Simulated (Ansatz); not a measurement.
Start from `C[NH][Hf]([NH]C)([NH]C)[NH]C` and change one element to get `C[NH][Zr]([NH]C)([NH]C)[NH]C`.

Ansatz, PBE0-D4/def2-TZVP geometries, multiplicity 1. Each molecule was computed in one conformer, which needn't be the lowest.

Elements past krypton have def2 core potentials.

```json
{"property": "HOMO energy (ωB97M-V/def2-TZVPP) / eV", "`C[NH][Hf]([NH]C)([NH]C)[NH]C`": "-8.39"}
{"property": "size of the dipole moment (B3LYP/def2-TZVPP) / D", "`C[NH][Hf]([NH]C)([NH]C)[NH]C`": "0.37"}
{"property": "size of the dipole moment (ωB97M-V/def2-TZVPP) / D", "`C[NH][Hf]([NH]C)([NH]C)[NH]C`": "0.38"}
{"property": "HOMO–LUMO gap (PBE/def2-TZVPP) / eV", "`C[NH][Hf]([NH]C)([NH]C)[NH]C`": "4.25"}
{"property": "LUMO energy (ωB97M-V/def2-TZVPP) / eV", "`C[NH][Hf]([NH]C)([NH]C)[NH]C`": "1.51"}
{"property": "LUMO energy (PBE/def2-TZVPP) / eV", "`C[NH][Hf]([NH]C)([NH]C)[NH]C`": "-0.49"}
```

**Question.** What does the change do to each property? (Best estimate.)

**Answer.** Ansatz gave: 
```tsv
property	`C[NH][Zr]([NH]C)([NH]C)[NH]C`	shift
HOMO energy (ωB97M-V/def2-TZVPP) / eV	-8.37	0.02
size of the dipole moment (B3LYP/def2-TZVPP) / D	0.42	0.05
size of the dipole moment (ωB97M-V/def2-TZVPP) / D	0.44	0.06
HOMO–LUMO gap (PBE/def2-TZVPP) / eV	4.02	-0.23
LUMO energy (ωB97M-V/def2-TZVPP) / eV	1.06	-0.45
LUMO energy (PBE/def2-TZVPP) / eV	-0.74	-0.25
```

Dipoles are sizes alone; their direction can turn.

B3LYP here is the variant with VWN-RPA as its local correlation; programs differ in this.
